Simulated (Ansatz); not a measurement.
The same path of CH₈BNSi (12 atoms, charge 0, multiplicity 1) was run 3 times with different band settings. The coordinate that changes most is the dihedral Si4–C2–N3–H9.

Computed with RKS B3LYP/def2-SVP in Ansatz 0.2.0.

Relaxed end points:

```xyz
12
Properties=species:S:1:pos:R:3
B -0.946 1.218 -0.261
C 0.171 0.499 0.492
N -0.126 -0.250 1.696
Si 0.682 -0.714 -0.973
H -0.668 2.041 -1.100
H -2.102 0.894 -0.106
H 1.086 1.109 0.604
H 0.526 -1.009 1.889
H -1.074 -0.621 1.700
H 1.296 -0.049 -2.158
H -0.467 -1.563 -1.402
H 1.700 -1.611 -0.346
```

```xyz
12
Properties=species:S:1:pos:R:3
B -0.974 1.175 -0.261
C 0.133 0.370 0.431
N -0.246 -0.543 1.500
Si 0.680 -0.758 -1.052
H -0.670 2.039 -1.049
H -2.142 0.921 -0.081
H 1.033 0.997 0.611
H -0.833 -0.096 2.201
H 0.560 -0.947 1.973
H 1.422 0.018 -2.088
H -0.482 -1.449 -1.678
H 1.596 -1.783 -0.472
```

Common settings: spring 5.0 eV/Å²; optimiser quadratic models (default); start path through a guess of the saddle point; force threshold 0.05 eV/Å; iteration limit 60; end points relaxed.

| run | movable images | climbing image |
| --- | --- | --- |
| 1 | 5 | yes |
| 2 | 8 | no |
| 3 | 4 | no |

(1) What does each run give, and how far can it be trusted?

Results:

(1) Run 1: converged after 15 iterations, highest image 0.241 eV above the first end. A vibrational analysis at the climbing image gives one clearly imaginary mode, 343i cm⁻¹: a first-order saddle point.
Run 2: converged after 15 iterations, highest image 0.231 eV above the first end. No image climbed, so the highest image needn't sit at the top of the path.
Run 3: converged after 13 iterations, highest image 0.211 eV above the first end. No image climbed, so the highest image needn't sit at the top of the path.
